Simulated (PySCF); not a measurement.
# Worked example: chemical shift, span and skew from a shielding tensor

CH₇FOSi₃, SMILES F[SiH2][C@H]1O[SiH2][SiH2]1. Atoms are numbered in the order given.

```xyz
13

F     -2.6582     1.0629     0.4104
Si    -1.7381     0.1769    -0.6036
C     -0.3002    -0.5413     0.3653
O      0.4985    -1.2696    -0.6063
Si     2.0734    -0.6293    -0.5039
Si     0.9917     0.7251     1.0568
H     -1.2042     1.0801    -1.6614
H     -2.5951    -0.8875    -1.1936
H     -0.6549    -1.2254     1.1580
H      2.5384    -0.0669    -1.8069
H      3.0724    -1.6429    -0.0484
H      1.2889     0.6120     2.5155
H      0.7126     2.1517     0.7110
```
Charge 0, spin multiplicity 1.

Coordinates come from a PBE0-D3(BJ)/def2-SVP optimisation. The structure was generated by enumeration; whether it is a known compound was not checked. The values are those of a single conformer.

GIAO shieldings from PBE/pcSseg-1 run with PySCF, non-relativistic, no solvent. The symmetric part of the tensor of C3 has the principal values 54.9, 90.8, 190.6 ppm. The same nucleus in TMS has σ = 182.0 ppm at this level (PySCF, at its B3LYP-D3(BJ)/def2-TZVP geometry).

Task: Work out the isotropic shielding, the ¹³C shift against TMS, the span and the skew.

Result: 
σ(iso) = (σ11 + σ22 + σ33)/3 = 112.1 ppm. δ = σ(ref) − σ(iso) = 182.0 − (112.1) = 69.9 ppm.
Span Ω = σ33 − σ11 = 135.7 ppm. Skew κ = 3(σ(iso) − σ22)/Ω = 0.47. Tumbling in solution averages the tensor to δ; in a static solid the shielding alone would spread this spin-1/2 line over Ω.
